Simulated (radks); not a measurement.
Values are calculated unless marked as measured or tabulated.
Species: Si+. Configuration: [Ne] 3s1.5 3p1 4p0.5 (fractional occupations, a model configuration). Level of theory: scalar-relativistic Kohn-Sham, PBE, spin-polarised, spherical densities, finite nucleus; open shells are filled with parallel spins first; Fermi nuclear charge, rms radius 3.1224 fm (a radial shooting solver on a logarithmic mesh with Libxc functionals).

Radial electron density D(r) = 4 pi r^2 rho(r):

```
   r/bohr * D(r) (the largest magnitude, 15.8, reaches the edge; | marks zero)
  0.01419 |          *
  0.01625 |            *
  0.01862 |               *
  0.02133 |                   *
  0.02444 |                       *
    0.028 |                           *
  0.03234 |                                *
  0.03705 |                                     *
  0.04245 |                                          *
  0.04863 |                                              *
  0.05572 |                                                  *
  0.06383 |                                                     *
  0.07313 |                                                      *
  0.08446 |                                                     *
  0.09676 |                                                   *
   0.1109 |                                               *
    0.127 |                                          *
   0.1455 |                                      *
   0.1667 |                                  *
   0.1925 |                                 *
   0.2206 |                                  *
   0.2527 |                                     *
   0.2895 |                                         *
   0.3317 |                                              *
     0.38 |                                                *
   0.4389 |                                                *
   0.5028 |                                             *
   0.5761 |                                      *
     0.66 |                              *
   0.7562 |                     *
   0.8663 |              *
        1 |        *
    1.146 |     *
    1.313 |    *
    1.505 |    *
    1.724 |    *
    1.975 |    *
    2.263 |   *
    2.613 |  *
    2.994 | *
     3.43 |*
    3.929 |*
    4.502 *
    5.158 *
    5.957 *
    6.824 *
    7.819 *
    8.958 *
    10.26 *
    11.76 *
    13.58 *
    15.56 *
```

D(r) has 4 maxima, at r = 0.0749, 0.405, 1.63, 5.72 bohr, and minima at 0.196, 1.48, 5.00 bohr, inside which lie 2.20, 10.48, 12.60 electrons.
